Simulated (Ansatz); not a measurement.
Computed with frozen-core CCSD(T)/def2-TZVPP // TPSS-D3(BJ)/def2-SVP (Ansatz, a quantum-chemistry and plane-wave program).

Ansatz 0.2 input:
```yaml
crystal:
  periodic: [false, false, false]
  atoms:
    - { symbol: Nb, position_ang: [-0.012341, 0.026302, -0.006757] }
    - { symbol: O, position_ang: [1.490876, -0.744907, 0.182882] }
    - { symbol: Cl, position_ang: [-1.176549, -1.120797, -1.621628] }
    - { symbol: Cl, position_ang: [0.397014, 2.193594, -0.651263] }
    - { symbol: Cl, position_ang: [-1.088992, -0.050067, 2.021661] }
basis:
  gaussian: { orbitals: def2-TZVPP }
correlation:
  method: ccsd_t
```

Output:

```
Functional definition: HF
1341 factors; integrals over basis functions are off by at most 5.1e-4 eV
mean field evaluation 1: about -41080.9910 eV, gradient 6.7e1 eV
mean field evaluation 2: about -41081.2400 eV, gradient 6.7e1 eV
mean field evaluation 4: about -41090.5641 eV, gradient 5.2e0 eV
mean field evaluation 8: about -41090.6734 eV, gradient 9.6e-1 eV
mean field evaluation 16: about -41090.6769 eV, gradient 3.0e-6 eV
mean field -41090.67690564 eV, -1510.0545240211 hartree, gradient 3.0e-6 eV, S^2 0.000000; 0 other end points of the search recorded, 0 dependent functions left out
16 core orbitals not correlated
reference -41090.67690564 eV, -1510.0545240211 hartree; 20, 20 occupied and 177, 177 virtual orbitals, 1341 factors
second order -35.07627067 eV of doubles, -0.00000000 eV of singles
cycle   1  -32.87934869 eV  change     2.2e0 eV  update   3.0e-1
cycle   2  -34.44830481 eV  change    -1.6e0 eV  update   2.2e-1
cycle   3  -34.79278956 eV  change   -3.4e-1 eV  update   4.6e-2
cycle   4  -34.82054751 eV  change   -2.8e-2 eV  update   2.2e-2
cycle   5  -34.78768635 eV  change    3.3e-2 eV  update   6.6e-3
cycle   6  -34.78779076 eV  change   -1.0e-4 eV  update   2.8e-3
cycle   7  -34.78731305 eV  change    4.8e-4 eV  update   1.1e-3
cycle   8  -34.78700710 eV  change    3.1e-4 eV  update   5.0e-4
cycle   9  -34.78734303 eV  change   -3.4e-4 eV  update   2.2e-4
cycle  10  -34.78754934 eV  change   -2.1e-4 eV  update   9.8e-5
cycle  11  -34.78743258 eV  change    1.2e-4 eV  update   5.9e-5
cycle  12  -34.78736045 eV  change    7.2e-5 eV  update   3.0e-5
cycle  13  -34.78742372 eV  change   -6.3e-5 eV  update   1.7e-5
cycle  14  -34.78739484 eV  change    2.9e-5 eV  update   5.0e-6
perturbative correction -2.03640241 eV, -0.0748364082 hartree
Total energy: -41127.50070289 eV, -1511.4077736099 hartree
```

Cost: roughly 5 core-minutes.
